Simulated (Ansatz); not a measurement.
Consider the ligand exchange at a B–N bond: `BN([SiH2][SiH3])[SiH2]Cl` + HBr → `BBr` + `[SiH3][SiH2]N[SiH2]Cl`.

Program: Ansatz. Geometries: PBE0-D4/def2-TZVP. ΔE: electronic, gas phase. CCSD(T)/CBS adds triple-zeta CCSD(T) − MP2 to the extrapolated MP2 energy (def2 sets, frozen cores). Functionals use def2-TZVPP. For Br outer-core shells are correlated without core-valence functions, which leaves a few kJ/mol of doubt a bond. Scalar relativity is left out up to krypton. One conformer a species, not always the lowest.

`BN([SiH2][SiH3])[SiH2]Cl`:

```xyz
15

B    -1.194   -0.481   -1.489
N    -0.368   -0.765   -0.380
Si    1.201    0.045   -0.263
Si    0.937    2.293    0.330
Si   -0.891   -1.844    0.873
Cl   -1.037   -0.809    2.645
H    -0.797    0.272   -2.336
H    -2.275   -0.989   -1.582
H     1.982   -0.677    0.779
H     1.904   -0.091   -1.564
H     2.265    2.965    0.354
H     0.068    2.975   -0.666
H     0.311    2.397    1.673
H     0.115   -2.905    1.094
H    -2.221   -2.387    0.532
```

HBr:

Z-matrix (Å, degrees):
```
Br
H 1 1.420
```

`BBr`:

Cartesian coordinates in Å:
```
B -0.056 0.138 0.126
Br 0.484 -1.202 -1.094
H 0.616 1.115 0.210
H -1.044 -0.052 0.758
```

`[SiH3][SiH2]N[SiH2]Cl`:

Z-matrix (Å, degrees):
```
Si
Si 1 2.343
H 1 1.487 2 111.4
H 1 1.487 2 111.6 3 122.3
H 1 1.489 2 107.0 3 -118.8
N 2 1.740 1 110.9 3 -58.5
H 2 1.490 1 109.7 3 -179.6
H 2 1.491 1 108.7 3 64.1
Si 6 1.706 2 127.6 1 14.6
H 6 1.012 2 115.5 1 -179.4
Cl 9 2.064 6 113.5 2 81.0
H 9 1.479 6 108.5 2 -36.6
H 9 1.479 6 109.7 2 -160.3
```

(1) Is it downhill or uphill in electronic energy at CCSD(T)/CBS, and by how much? (Estimate.)

(2) What do these levels give: ωB97M-V, r2SCAN, PBE0, HF/def2-TZVPP, MP2/def2-QZVPP, SCS-MP2/def2-QZVPP? (Best estimate.)

Largest T1 diagnostic among the species: 0.012.

## Answers

(1) Ansatz gave: Uphill: ΔE = +34.1 kJ/mol.

(2) Computed: ωB97M-V 37.3, r2SCAN 31.2, PBE0 29.5, HF/def2-TZVPP 26.2, MP2/def2-QZVPP 34.5, SCS-MP2/def2-QZVPP 34.1 kJ/mol.

The D4 term adds +7.9 kJ/mol with B3LYP and +4.6 kJ/mol with PBE0; it sums over pairs of atoms, weighted by their polarisabilities, and B3LYP, whose exchange is more repulsive, gets the larger term. In def2-TZVPP, CCSD(T) changes the Hartree–Fock value by +11.0 kJ/mol (the triples alone add +1.5 kJ/mol) and MP2 by +9.7 kJ/mol.

B3LYP here is the variant with VWN-RPA as its local correlation; programs differ in this.
